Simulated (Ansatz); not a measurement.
A nudged elastic band was laid between two geometries of ClH + F2Ge2H4O (11 atoms, charge 0, multiplicity 1).

Computed with RHF/def2-SVP (Ansatz 0.2.0).

- movable images: 9
- climbing image: yes
- spring: 5.0 eV/Å²
- optimiser: quadratic models (default)
- start path: through a guess of the saddle point
- force threshold: 0.03 eV/Å
- iteration limit: 60
- end points: relaxed

Initial state:

```xyz
11
Properties=species:S:1:pos:R:3
Ge 0.405 0.034 0.326
Ge 0.403 0.139 2.764
H -0.197 -1.160 3.289
H 1.863 0.283 3.192
H -0.413 1.358 3.179
O 1.348 -1.261 -0.334
H 1.429 -1.323 -1.276
F 0.939 1.483 -0.424
F -1.181 -0.123 -0.355
Cl -3.503 -0.193 1.898
H -2.950 -0.189 0.747
```

Final state:

```xyz
11
Properties=species:S:1:pos:R:3
Ge -0.639 0.493 -1.043
Ge 0.097 -0.572 3.652
H 0.111 -0.667 5.185
H 1.459 -1.032 3.115
H -0.155 0.882 3.241
O 0.271 -0.364 0.134
H 1.135 -0.675 -0.100
F 0.215 1.860 -1.569
F -0.831 -0.452 -2.439
Cl -2.508 1.048 -0.272
H -1.011 -1.474 3.101
```

(1) What changes between the two ends?

(2) What energy profile does the band end with?

(3) What is the geometry of the highest image?

## Answers

(1) Bonds broken: Ge1–Ge2, Cl10–H11. Bonds formed: Ge1–Cl10, Ge2–H11. ClH + F2Ge2H4O becomes ClF2GeHO + GeH4.

(2) The run converged. The highest image is number 6 of 0 to 10, 3.21 eV above the first end and 3.50 eV above the last; the last end lies 0.29 eV below the first. Neighbouring images differ by up to 2.9 eV, so the band resolves the path poorly. A vibrational analysis at the climbing image gives one clearly imaginary mode, 1469i cm⁻¹: a first-order saddle point. The orbitals stay closed-shell, which can raise the energy where a bond breaks towards radicals; this wasn't checked here.

```
image  path coordinate (Å)  energy (eV)  Ge1–Ge2 (Å)  Cl10–H11 (Å)  Ge1–Cl10 (Å)
    0                 0.00         0.00         2.44          1.28          4.22
    1                 1.83         0.03         2.44          1.28          4.05
    2                 3.67         0.04         2.44          1.28          4.27
    3                 5.50         0.13         2.44          1.27          4.06
    4                 7.33         0.16         2.44          1.27          3.94
    5                 9.17         0.43         2.44          1.27          3.62
    6                11.00         3.21         2.74          1.70          2.63
    7                12.85         0.30         3.66          2.48          2.12
    8                14.71        -0.28         4.60          3.47          2.10
    9                16.57        -0.29         4.90          3.83          2.10
   10                18.42        -0.29         4.87          4.47          2.10
```

(3) 
```xyz
11
Properties=species:S:1:pos:R:3
Ge -0.358 -0.030 0.115
Ge 0.096 -0.069 2.821
H -1.053 0.093 3.807
H 0.772 -1.427 2.905
H 1.035 1.123 2.793
O 1.379 -0.204 0.212
H 1.838 -0.504 -0.561
F -0.616 1.489 -0.591
F -0.768 -1.301 -0.932
Cl -2.876 -0.055 0.888
H -1.306 -0.069 1.548
```

Time of the run: 20 min on 4 threads of Arm Neoverse N1, with other jobs on the host, peak memory 0.54 GiB.
